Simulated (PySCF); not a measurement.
CH8BNO.
Z-matrix (Å and degrees, PBE0-D3(BJ)/def2-SVP geometry), rows numbered from 1:
```
N 
B   1  1.6310
C   2  1.6153  1  101.36
O   3  1.4444  2  109.32  1   -47.70
H   1  1.0197  2  112.73  3   -81.50
H   1  1.0177  2  114.42  3   153.60
H   1  1.0337  2  102.08  3    34.53
H   2  1.2245  1  108.97  3   123.07
H   2  1.2317  1  104.59  3  -115.99
H   3  1.1050  2  112.95  1  -171.30
H   3  1.1051  2  113.12  1    68.71
H   4  0.9643  3  105.93  2   -67.50
```

The calculation used PySCF 2.14.0, PBE0-D3(BJ)/def2-SVP geometry optimisation, gas phase.

Masses are those of the commonest isotopes; rigid-rotor values at the optimised geometry. The values belong to one conformer with, in the numbering `[NH3+:1][BH2-:2][CH2:3][OH:4]`, N1–B2–C3–O4 -48°, B2–C3–O4–H -68°.

(1) Give the principal moments of inertia and the rotational constants in MHz.

(2) What kind of rotor is it?

(3) Is it planar, by Δ = Ic − Ia − Ib?

(4) Give the coordinates in the principal-axis frame, origin at the centre of mass.

(5) Which lines would a microwave search look for?

(6) Estimate the classical rotational partition function at 25 K, 200 K and 298.15 K.

Results:

(1) Ia = 42.74, Ib = 91.74, Ic = 115.93 u·Å²; 505379 MHz·u·Å²/I gives A = 11823, B = 5509, C = 4359 MHz.

(2) An asymmetric top. Ray's parameter κ = (2B − A − C)/(A − C) = -0.692; −1 is the prolate and +1 the oblate limit.

(3) Not planar: Δ = Ic − Ia − Ib = -18.56 u·Å². For a rigid frame Δ = −2 Σ m c², so Σ m c² = 9.28 u·Å² lies off the ab plane: 6.92 from hydrogen and 2.36 from heavier atoms. The atom farthest from that plane is 1.52 Å away.

(4) The sense of each axis is arbitrary; atoms in the order of the calculation.
| atom | mass (u) | a (Å) | b (Å) | c (Å) |
| --- | --- | --- | --- | --- |
| N1 | 14.003 | 1.398 | 0.577 | -0.123 |
| B2 | 11.009 | 0.704 | -0.841 | 0.289 |
| C3 | 12.000 | -0.789 | -0.646 | -0.295 |
| O4 | 15.995 | -1.295 | 0.646 | 0.107 |
| H5 | 1.008 | 1.715 | 0.592 | -1.092 |
| H6 | 1.008 | 2.169 | 0.858 | 0.478 |
| H7 | 1.008 | 0.610 | 1.239 | -0.029 |
| H8 | 1.008 | 1.357 | -1.758 | -0.190 |
| H9 | 1.008 | 0.709 | -0.841 | 1.521 |
| H10 | 1.008 | -1.482 | -1.449 | 0.016 |
| H11 | 1.008 | -0.825 | -0.632 | -1.399 |
| H12 | 1.008 | -1.408 | 0.600 | 1.064 |

(5) The dipole components are |μa| = 2.26 D, |μb| = 3.12 D, |μc| = 0.38 D. The squared components, which scale the intensities, stand as 0.53 : 1.00 : 0.01 (a : b : c). Some lines, for components of 0.1 D or more:

```json
{"type": "c", "branch": "Q", "J(Ka,Kc)": "2(1,2) ← 2(0,2)", "MHz": "5308", "lower level (cm⁻¹)": "0.983"}
{"type": "c", "branch": "Q", "J(Ka,Kc)": "1(1,1) ← 1(0,1)", "MHz": "6315", "lower level (cm⁻¹)": "0.329"}
{"type": "a", "branch": "Q", "J(Ka,Kc)": "4(1,3) ← 4(1,4)", "MHz": "11415", "lower level (cm⁻¹)": "3.318"}
{"type": "b", "branch": "R", "J(Ka,Kc)": "2(0,2) ← 1(1,1)", "MHz": "13279", "lower level (cm⁻¹)": "0.540"}
{"type": "b", "branch": "Q", "J(Ka,Kc)": "4(2,2) ← 4(1,3)", "MHz": "17242", "lower level (cm⁻¹)": "3.699"}
{"type": "c", "branch": "Q", "J(Ka,Kc)": "3(2,2) ← 3(1,2)", "MHz": "17316", "lower level (cm⁻¹)": "2.317"}
{"type": "c", "branch": "R", "J(Ka,Kc)": "1(1,0) ← 0(0,0)", "MHz": "17332", "lower level (cm⁻¹)": "0.000"}
{"type": "c", "branch": "Q", "J(Ka,Kc)": "4(3,2) ← 4(2,2)", "MHz": "32883", "lower level (cm⁻¹)": "4.274"}
{"type": "a", "branch": "R", "J(Ka,Kc)": "4(2,2) ← 3(2,1)", "MHz": "40674", "lower level (cm⁻¹)": "2.918"}
{"type": "c", "branch": "R", "J(Ka,Kc)": "3(2,1) ← 2(1,1)", "MHz": "49249", "lower level (cm⁻¹)": "1.275"}
{"type": "c", "branch": "R", "J(Ka,Kc)": "3(2,2) ← 2(1,2)", "MHz": "51996", "lower level (cm⁻¹)": "1.160"}
{"type": "b", "branch": "R", "J(Ka,Kc)": "3(3,1) ← 2(2,0)", "MHz": "63992", "lower level (cm⁻¹)": "1.911"}
{"type": "c", "branch": "R", "J(Ka,Kc)": "4(4,1) ← 3(3,1)", "MHz": "87725", "lower level (cm⁻¹)": "4.046"}
```

(6) Point group C1, symmetry number σ = 1; q = (√π/σ)·√((kT/h)³/(ABC)), k/h = 20836.6 MHz/K: 1250 at 25 K, 28300 at 200 K, 51500 at 298.15 K.

PBE0-D3(BJ)/def2-SVP frequencies: not computed here. These are rigid-rotor constants of the computed structure; measured ground-state constants (B0) also hold zero-point vibration. A rigid rotor knows nothing of internal rotation, which can split or shift real lines. Quadrupole hyperfine structure (11B, 14N) is left out.
